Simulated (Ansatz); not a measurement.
A nudged elastic band was laid between two geometries of BCl2HO + ClH (7 atoms, charge 0, multiplicity 1).

Method: RKS BHLYP-D4/def2-SVP (Ansatz).

* movable images: 7
* climbing image: yes
* spring: 5.0 eV/Å²
* optimiser: quadratic models (default)
* start path: through a guess of the saddle point
* force threshold: 0.05 eV/Å
* iteration limit: 60
* end points: relaxed

Initial state:

```xyz
7
Properties=species:S:1:pos:R:3
B -0.447 0.866 0.039
O 0.059 0.107 1.016
Cl 0.639 1.872 -0.885
Cl -2.172 0.863 -0.303
H 1.332 -1.274 -0.157
Cl 1.184 -2.018 -1.189
H -0.594 -0.415 1.480
```

Final state:

```xyz
7
Properties=species:S:1:pos:R:3
B -0.100 0.296 -0.549
O 0.369 -0.161 0.960
Cl 0.718 1.859 -0.867
Cl -1.910 0.393 -0.368
H 0.862 -0.987 0.897
Cl 0.478 -1.097 -1.571
H -0.418 -0.303 1.497
```

(1) What changes between the two ends?

(2) Give the energies along the band, and the barrier.

(3) What is the geometry of the highest image?

(4) What are the harmonic wavenumbers there?

Answers

(1) Bonds broken: H5–Cl6. Bonds formed: B1–Cl6, O2–H5. BCl2HO + ClH becomes BCl3H2O.

(2) It converged. The highest image is number 5 of 0 to 8, 1.23 eV above the first end and 0.89 eV above the last; the last end lies 0.34 eV above the first. A vibrational analysis at the climbing image gives one clearly imaginary mode, 1250i cm⁻¹: a first-order saddle point. The orbitals stay closed-shell, which can raise the energy where a bond breaks towards radicals; this wasn't checked here.

```csv
image,path coordinate (Å),energy (eV),H5–Cl6 (Å),B1–Cl6 (Å),O2–H5 (Å)
0,0.00,0.00,1.28,3.53,2.21
1,0.33,0.01,1.28,3.39,2.21
2,0.67,0.05,1.28,3.18,2.07
3,1.00,0.21,1.29,2.87,1.83
4,1.33,0.71,1.35,2.52,1.54
5,1.67,1.23,1.55,2.26,1.21
6,1.97,0.83,1.80,2.03,1.03
7,2.28,0.44,2.13,1.87,0.97
8,2.58,0.34,2.50,1.82,0.96
```

(3) 
```xyz
7
Properties=species:S:1:pos:R:3
B -0.183 0.503 -0.267
O 0.327 -0.090 0.977
Cl 0.727 1.878 -0.859
Cl -1.939 0.435 -0.444
H 0.748 -0.984 0.278
Cl 0.707 -1.343 -1.228
H -0.386 -0.399 1.542
```

(4) 1250i, 154, 181, 270, 321, 429, 484, 502, 656, 877, 1082, 1147, 1220, 1654, 3926 cm⁻¹.

The run took 2.1 min on 2 threads of Arm Neoverse V2, on a shared host, peak memory 0.2 GiB.
